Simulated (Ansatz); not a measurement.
The cluster Al₂Te₄⁻, relaxed as a doublet with UKS PBE-D4/def2-SVPD in Ansatz, starting from the GFN1-xTB geometry. Force threshold 0.02 eV/Å.

In the def2 sets Te takes a core potential; there is no spin–orbit coupling. The structure comes from a short search, and lower isomers may exist.

Start:

```xyz
6

Al    0.7062   -0.5421   -2.0138
Al   -0.6576    0.0976    1.5212
Te   -1.8302   -0.1684    3.6182
Te   -0.5705   -1.7299   -0.2843
Te    1.8730    0.1319   -3.9752
Te    0.4790    2.2109    1.1338
```

Task: Estimate the energy that the relaxation releases and the steps that it takes.

Result: 31.2 kcal/mol, in 8 steps; 1.7 min on 4 threads of Intel Xeon on a shared host. No frequencies were taken in this run, so the end may be a saddle point.

Task: Does the start keep its bonding and symmetry?

Result: Bonds formed: Al1–Te6 (atoms count from 1). The end is the same structure that another start reached, the lowest one found.

Task: Predict the relaxed structure.

Result: 
Cartesian coordinates in Å:
```
Al 0.682 0.060 -1.382
Al -0.675 -0.063 1.385
Te -1.781 -0.158 3.596
Te -0.635 -1.935 -0.398
Te 1.753 0.169 -3.609
Te 0.656 1.926 0.408
```
Bond lengths (bridged metal pairs left out): 6 × Al–Te 2.47 to 2.59 Å.
